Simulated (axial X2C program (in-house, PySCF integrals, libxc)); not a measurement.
ScH⁻: cheaper levels and CCSD(T), two-component

Computed with an in-house relativistic program for diatomic molecules. Two-component (2c) means X2C with spin–orbit coupling and atomic mean-field two-electron Coulomb and Gaunt terms. Basis: Sc dyall-acv3z [11s12p8d5f2g], H dyall-av3z [7s3p2d] (cores contracted in-house); Gaussian nuclei, density fitting, unrestricted open shells. Masses: Sc 44.956 u, H 1.008 u.

State: Ω = 3/2 (⟨Sz⟩ = -0.50, ⟨Lz⟩ = 2.00 at HF); fragments Sc + H- for PBE0, CCSD, BHandHLYP, CCSD(T); Sc- + H for HF.

| level | Re (Å) | ωe (cm⁻¹) | De (eV) |
| --- | --- | --- | --- |
| PBE0 | 1.930 | 1255.8 | 2.37 |
| HF | 2.012 | 1187.9 | n/a |
| CCSD | 2.010 | 1230.9 | 2.20 |
| BHandHLYP | 1.958 | 1235.0 | 2.13 |

Correlated methods: 13 electrons correlated (number of frozen shells: Sc 2 s, 1 p; H none), 269 virtual spin orbitals or spinors in MP2, 90 natural virtuals in coupled cluster.

CCSD(T), same Hamiltonian and basis:

Re = 2.006 Å, ωe = 1236.1 cm⁻¹, De = 2.22 eV; T1 = 0.051 (Lee–Taylor normalisation).

Task: Give the differences from CCSD(T) in the columns below.

Result: 

```
    level  ΔRe (Å)  Δωe (cm⁻¹)  ΔDe (eV)
     PBE0   -0.076          20      0.15
       HF    0.006         -48       n/a
     CCSD    0.004          -5     -0.02
BHandHLYP   -0.048          -1     -0.09
```

Occupations by symmetry block were frozen at the best pattern of an incomplete PBE0 search. Dissociation energies refer to the lowest single-determinant-based atoms at the same level and basis. De is not given where an atomic determinant may have missed its ground term or J level, or where the truncated virtual space spoils (T). Density functionals use the spin component along the axis (collinear). CCSD and (T) use frozen natural virtuals with an MP2 correction for the truncation; (T) itself is uncorrected, so its De runs slightly low. The 2c atoms are single determinants rather than J levels; their spin–orbit lowering is only partly caught, and De is too large by that part. This holds for PBE0, BHandHLYP. PBE0 can misorder states that lie within some tenths of an eV, so this need not be the ground state of the molecule. The nearest other 2c determinant of the search, Ω = 5/2, lies 0.02 eV up at the distance of the search. Without a current term, density functionals place determinants with orbital angular momentum somewhat too high. The highest occupied level of some functionals is positive through self-interaction error; at Hartree–Fock it is bound. The determinant is spin-polarised beyond a pure state at some levels (its spin-free form has ⟨S²⟩ too high), which makes Re and μ there less reliable. The T1 diagnostic is large, a sign of multireference character.
